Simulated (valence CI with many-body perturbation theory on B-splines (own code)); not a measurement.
## E1 line list for Tb L

Computed by valence CI with perturbative core correlation (CI+MBPT): six valence electrons over a frozen Dirac-Fock core [Ne], radial functions for each j: 9 s, 9 p, 8 d, 6 f, 3 g, 1 h, with the one-electron correlation potential Σ1 (screened to all orders), the two-electron term Σ2, the three-electron term Σ3, Breit, model QED; selected single and double excitations, second order for the rest, scaled by the run's own slope (own B-spline code, finite nucleus).

No measured spectrum was set against this ion. As an estimate, large intervals hold to a few tenths of a per cent, small ones and those within an open d or f shell to about a per cent. Among the levels kept, up to 1100 cm⁻¹ of a level comes from second order outside the variational space, and about a tenth of that is noise between levels of different J, which matters for small intervals.

Lines 101 to 150 of 167 in falling wavelength, among levels below 3815.8 × 10³ cm⁻¹, chosen from the strongest by gf and those to the six lowest levels. Wavelengths and rates use the calculated energies. Electric multipoles are in the length gauge with retardation, E1 and E2 with the static RPA response of the core. Weak lines are less certain than strong ones. Lines between different terms over intervals too small for the method are left out, as are lines whose strength nearly cancels. The highest levels of a list are the least certain.

Levels are named by their leading jj configuration (3d3/2^4 stands for four electrons in 3d with j = 3/2), which in mixed levels can hold well under half, so a name can repeat and another be missing. Letters in brackets count levels of one name in rising energy.

| λ vac (nm) | Upper | Lower | A (s⁻¹) | S (a.u.) |
| --- | --- | --- | --- | --- |
| 6.030 | (3s^2 3p1/2^2 3p3/2 3d3/2) J=3 | (3s^2 3p1/2^2 3p3/2^2) J=2 | 3.38e+08 | 2.56e-04 |
| 6.012 | (3s^2 3p1/2^2 3d3/2^2) J=2 | (3s^2 3p1/2^2 3p3/2 3d3/2) J=2 | 5.27e+09 | 2.82e-03 |
| 5.988 | (3s^2 3p1/2 3p3/2^2 3d3/2) J=2 [b] | (3s^2 3p1/2 3p3/2^3) J=2 | 1.08e+09 | 5.72e-04 |
| 5.957 | (3s^2 3p1/2^2 3d3/2 3d5/2) J=3 | (3s^2 3p1/2^2 3p3/2 3d5/2) J=4 | 2.82e+09 | 2.06e-03 |
| 5.792 | (3s^2 3p1/2^2 3d3/2 3d5/2) J=2 | (3s^2 3p1/2^2 3p3/2 3d5/2) J=2 | 6.74e+08 | 3.23e-04 |
| 5.754 | (3s^2 3p1/2 3p3/2^2 3d3/2) J=2 [b] | (3s^2 3p1/2 3p3/2^3) J=1 | 4.82e+06 | 2.26e-06 |
| 5.711 | (3s^2 3p1/2^2 3d3/2 3d5/2) J=1 | (3s^2 3p1/2^2 3p3/2 3d5/2) J=2 | 7.25e+09 | 2.00e-03 |
| 5.661 | (3s^2 3p1/2^2 3d3/2^2) J=0 | (3s^2 3p1/2^2 3p3/2 3d3/2) J=1 | 2.39e+10 | 2.14e-03 |
| 5.653 | (3s^2 3p1/2 3p3/2^2 3d3/2) J=3 [b] | (3s^2 3p1/2 3p3/2^3) J=2 | 1.73e+07 | 1.08e-05 |
| 5.584 | (3s^2 3p1/2^2 3d3/2 3d5/2) J=4 | (3s^2 3p1/2^2 3p3/2 3d5/2) J=4 | 1.50e+10 | 1.16e-02 |
| 5.520 | (3s^2 3p1/2 3p3/2^2 3d3/2) J=2 [c] | (3s^2 3p1/2 3p3/2^3) J=2 | 1.84e+09 | 7.65e-04 |
| 5.482 | (3s^2 3p1/2 3p3/2^2 3d5/2) J=3 [a] | (3s^2 3p1/2 3p3/2^3) J=2 | 5.97e+08 | 3.40e-04 |
| 5.443 | (3s^2 3p1/2 3p3/2^2 3d3/2) J=1 [b] | (3s^2 3p1/2 3p3/2^3) J=2 | 7.79e+07 | 1.86e-05 |
| 5.321 | (3s^2 3p1/2 3p3/2^2 3d3/2) J=2 [c] | (3s^2 3p1/2 3p3/2^3) J=1 | 1.71e+09 | 6.35e-04 |
| 5.249 | (3s^2 3p1/2 3p3/2^2 3d3/2) J=1 [b] | (3s^2 3p1/2 3p3/2^3) J=1 | 3.65e+07 | 7.81e-06 |
| 5.218 | (3s^2 3p1/2 3p3/2^2 3d5/2) J=1 [a] | (3s^2 3p1/2 3p3/2^3) J=2 | 1.05e+10 | 2.21e-03 |
| 5.157 | (3s^2 3p1/2 3p3/2^2 3d3/2) J=1 [c] | (3s^2 3p1/2 3p3/2^3) J=2 | 1.12e+10 | 2.28e-03 |
| 5.040 | (3s^2 3p1/2 3p3/2^2 3d5/2) J=1 [a] | (3s^2 3p1/2 3p3/2^3) J=1 | 1.38e+10 | 2.61e-03 |
| 5.003 | (3s^2 3p1/2 3p3/2^2 3d5/2) J=0 | (3s^2 3p1/2 3p3/2^3) J=1 | 2.77e+10 | 1.71e-03 |
| 4.999 | (3s^2 3p1/2^2 3d3/2 3d5/2) J=3 | (3s^2 3p1/2^2 3p3/2 3d3/2) J=3 | 1.37e+10 | 5.93e-03 |
| 4.982 | (3s^2 3p1/2 3p3/2^2 3d3/2) J=1 [c] | (3s^2 3p1/2 3p3/2^3) J=1 | 1.01e+06 | 1.85e-07 |
| 4.981 | (3s^2 3p1/2^2 3p3/2 3d5/2) J=2 | (3s^2 3p1/2^2 3p3/2^2) J=2 | 5.55e+10 | 1.69e-02 |
| 4.863 | (3s^2 3p1/2 3p3/2^2 3d5/2) J=2 [a] | (3s^2 3p1/2 3p3/2^3) J=2 | 2.63e+09 | 7.47e-04 |
| 4.855 | (3s^2 3p1/2^2 3d3/2 3d5/2) J=3 | (3s^2 3p1/2^2 3p3/2 3d3/2) J=2 | 8.99e+10 | 3.56e-02 |
| 4.818 | (3s^2 3p1/2^2 3d3/2 3d5/2) J=2 | (3s^2 3p1/2^2 3p3/2 3d3/2) J=3 | 9.90e+09 | 2.73e-03 |
| 4.802 | (3s^2 3p1/2^2 3d3/2 3d5/2) J=2 | (3s^2 3p1/2^2 3p3/2 3d3/2) J=1 | 6.89e+10 | 1.88e-02 |
| 4.785 | (3s^2 3p1/2^2 3p3/2 3d5/2) J=1 | (3s^2 3p1/2^2 3p3/2^2) J=0 | 1.36e+11 | 2.21e-02 |
| 4.757 | (3s^2 3p1/2^2 3d3/2 3d5/2) J=1 | (3s^2 3p1/2^2 3p3/2 3d3/2) J=0 | 5.76e+10 | 9.18e-03 |
| 4.749 | (3s^2 3p1/2 3p3/2^2 3d5/2) J=3 [b] | (3s^2 3p1/2 3p3/2^3) J=2 | 1.88e+09 | 6.97e-04 |
| 4.746 | (3s^2 3p1/2^2 3d3/2 3d5/2) J=1 | (3s^2 3p1/2^2 3p3/2 3d3/2) J=1 | 5.70e+10 | 9.03e-03 |
| 4.734 | (3s^2 3p1/2^2 3d3/2 3d5/2) J=4 | (3s^2 3p1/2^2 3p3/2 3d3/2) J=3 | 1.41e+11 | 6.66e-02 |
| 4.708 | (3s^2 3p1/2 3p3/2^2 3d5/2) J=2 [a] | (3s^2 3p1/2 3p3/2^3) J=1 | 9.73e+09 | 2.50e-03 |
| 4.700 | (3s^2 3p1/2 3p3/2^2 3d5/2) J=2 [b] | (3s^2 3p1/2 3p3/2^3) J=2 | 8.42e+10 | 2.16e-02 |
| 4.684 | (3s^2 3p1/2^2 3d3/2 3d5/2) J=2 | (3s^2 3p1/2^2 3p3/2 3d3/2) J=2 | 4.45e+10 | 1.13e-02 |
| 4.647 | (3s^2 3p1/2^2 3p3/2 3d5/2) J=3 | (3s^2 3p1/2^2 3p3/2^2) J=2 | 2.79e+11 | 9.68e-02 |
| 4.631 | (3s^2 3p1/2 3p3/2^2 3d5/2) J=1 [b] | (3s^2 3p1/2 3p3/2^3) J=2 | 8.93e+10 | 1.31e-02 |
| 4.631 | (3s^2 3p1/2^2 3d3/2 3d5/2) J=1 | (3s^2 3p1/2^2 3p3/2 3d3/2) J=2 | 8.96e+09 | 1.32e-03 |
| 4.578 | (3s^2 3p1/2 3p3/2^2 3d5/2) J=3 [c] | (3s^2 3p1/2 3p3/2^3) J=2 | 3.68e+11 | 1.22e-01 |
| 4.555 | (3s^2 3p1/2 3p3/2^2 3d5/2) J=2 [b] | (3s^2 3p1/2 3p3/2^3) J=1 | 2.22e+11 | 5.17e-02 |
| 4.498 | (3s^2 3p1/2^2 3p3/2 3d5/2) J=1 | (3s^2 3p1/2^2 3p3/2^2) J=2 | 3.88e+10 | 5.23e-03 |
| 4.494 | (3s^2 3p1/2 3p3/2^2 3d5/2) J=2 [c] | (3s^2 3p1/2 3p3/2^3) J=2 | 3.20e+11 | 7.17e-02 |
| 4.490 | (3s^2 3p1/2 3p3/2^2 3d5/2) J=1 [b] | (3s^2 3p1/2 3p3/2^3) J=1 | 3.25e+11 | 4.35e-02 |
| 4.361 | (3s^2 3p1/2 3p3/2^2 3d5/2) J=2 [c] | (3s^2 3p1/2 3p3/2^3) J=1 | 3.22e+11 | 6.60e-02 |
| 3.680 | (3s 3p1/2^2 3p3/2^3) J=2 | (3s^2 3p1/2^2 3p3/2^2) J=2 | 3.32e+11 | 4.08e-02 |
| 3.666 | (3s 3p1/2^2 3p3/2^3) J=1 | (3s^2 3p1/2^2 3p3/2^2) J=0 | 1.49e+11 | 1.09e-02 |
| 3.494 | (3s 3p1/2^2 3p3/2^3) J=1 | (3s^2 3p1/2^2 3p3/2^2) J=2 | 2.70e+11 | 1.71e-02 |
| 3.435 | (3s^2 3p1/2 3p3/2^2 3d3/2) J=1 [a] | (3s^2 3p1/2^2 3p3/2^2) J=0 | 4.24e+10 | 2.55e-03 |
| 3.298 | (3s^2 3p1/2 3p3/2^2 3d3/2) J=2 [a] | (3s^2 3p1/2^2 3p3/2^2) J=2 | 5.51e+09 | 4.88e-04 |
| 3.284 | (3s^2 3p1/2 3p3/2^2 3d3/2) J=1 [a] | (3s^2 3p1/2^2 3p3/2^2) J=2 | 6.47e+10 | 3.39e-03 |
| 3.240 | (3s^2 3p1/2 3p3/2^2 3d3/2) J=3 [a] | (3s^2 3p1/2^2 3p3/2^2) J=2 | 1.69e+10 | 1.98e-03 |
